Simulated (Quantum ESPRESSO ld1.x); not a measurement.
The numbers below are computed, except where a source is named.
All-electron atom: Ti XII in [He] 2s2 2p4 3s1 4s2 (not the ground configuration).

Code: ld1.x of Quantum ESPRESSO 7.5. Model: scalar-relativistic Kohn-Sham, LDA (Slater exchange, VWN5 correlation), spin-polarised, spherical densities, point nucleus; open shells are filled with parallel spins first.

Energy parts (hartree):
part                      energy
total                  -758.6305
kinetic                 765.6382
electron-nucleus      -1661.7670
Hartree                 165.8572
exchange-correlation    -28.3589

Orbitals (lengths in bohr, moments of r in powers of bohr; r(90%) holds 90 % of the orbital's charge):
orbital,occ.,eigenvalue (hartree),<1/r>,r(90%)
1s up,1,-195.125,21.78,0.124
1s down,1,-194.788,21.80,0.124
2s up,1,-33.5699,4.773,0.479
2s down,1,-33.0788,4.744,0.482
2p up,3,-30.7035,4.688,0.443
2p down,1,-30.1304,4.663,0.446
3s up,1,-11.7437,1.838,1.15
3s down,0,-11.4636,1.824,1.16
4s up,1,-5.75541,0.9438,2.15
4s down,1,-5.69447,0.9356,2.17

The highest occupied level is 4s down at -154.95 eV. The configuration is held as typed, so some empty levels lie below it. Summed over all electrons, <r^2> = 6.630 bohr^2, which gives a Langevin (diamagnetic) susceptibility term of -5.25 x 10^-6 cm^3/mol.
